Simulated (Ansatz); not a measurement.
Geometry optimisation, RKS PBE0-D4/def2-mTZVP (Ansatz).

Input:

```yaml
crystal:
  periodic: [false, false, false]
  atoms:
    - { symbol: B, position_ang: [-0.626532, -0.651824, 0.273714] }
    - { symbol: Br, position_ang: [-0.206196, 1.211948, -2.472643] }
    - { symbol: H, position_ang: [-1.683575, -0.144034, 0.474614] }
    - { symbol: H, position_ang: [-0.467356, -1.615649, -0.405692] }
    - { symbol: H, position_ang: [0.453945, 1.001021, -1.163388] }
    - { symbol: "N", position_ang: [0.558305, -0.049866, 0.898586] }
    - { symbol: H, position_ang: [1.473947, -0.467731, 0.843177] }
    - { symbol: H, position_ang: [0.497462, 0.716035, 1.551534] }
basis:
  gaussian: { orbitals: def2-mTZVP }
hamiltonian:
  xc: pbe0
  dispersion: d4
relax:
  f_tol: 0.03
  max_steps: 50
output:
  orbitals: {}
```

Launched with:

```bash
$ ansatz run input.yaml --threads 2 --pin off --max-ram 3072MiB --backend cpu --events-out ev --progress --plain --runs-dir out
```

Where does it end, and by what steps?

The forces met the threshold. The force dipped under the threshold on the way, but the program's further checks kept it going. After 14 steps the energy has fallen by 0.197 eV; Br2 moved furthest, 0.87 Å.

| step | energy less start (eV) | largest force component (eV/Å) | accepted |
| --- | --- | --- | --- |
| 0 | 0.0000 | 2.001 | yes |
| 1 | -0.0938 | 1.246 | yes |
| 2 | -0.1345 | 0.603 | yes |
| 3 | -0.1631 | 0.252 | yes |
| 4 | -0.1693 | 0.472 | yes |
| 5 | -0.1854 | 0.053 | yes |
| 6 | -0.1863 | 0.058 | yes |
| 7 | -0.1866 | 0.059 | yes |
| 8 | -0.1851 | 0.506 | no |
| 9 | -0.1921 | 0.135 | yes |
| 10 | -0.1886 | 0.311 | no |
| 11 | -0.1944 | 0.078 | yes |
| 12 | -0.1959 | 0.020 | yes |
| 13 | -0.1966 | 0.060 | yes |
| 14 | -0.1968 | 0.024 | yes |

```xyz
8
Properties=species:S:1:pos:R:3
B -0.686 -0.849 0.530
Br 0.473 1.749 -2.429
H -1.746 -0.438 0.890
H -0.546 -1.932 0.048
H 0.301 0.938 -1.238
N 0.429 -0.016 0.640
H 1.369 -0.327 0.441
H 0.405 0.873 1.118
```

Whether the end is a true minimum wasn't checked by a vibrational analysis.

Run time: 20 s on 2 threads of AMD EPYC 7R13 Processor (Zen 3), on a shared host, peak memory 0.19 GiB.
